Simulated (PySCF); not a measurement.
## Correlation energy of P²⁺ (phosphorus, charge +2)

[Ne] 3s1 3p1 3d1, one real determinant (an excited configuration). Computed with PySCF 2.14 in dyall-av2z (13s9p2d, 50 functions), with no relativity, point nucleus. Frozen: [Ne]; 3 electrons correlated; the 15 highest virtual orbitals of each spin left out.

MP2 pair energies summed by pair of shells (mhartree):

```tsv
pair	energy	share (%)
3p-3d	-2.66	42.6
3s-3p	-2.47	39.5
3s-3d	-1.12	17.9
```

Total MP2 correlation energy: -6.26 mhartree.

Same-spin part -6.26 and opposite-spin part 0.00 mhartree; SCS-MP2 scales them by 1/3 and 6/5 to -2.09 mhartree.

The reference is one real determinant that mixes LS terms of this configuration.
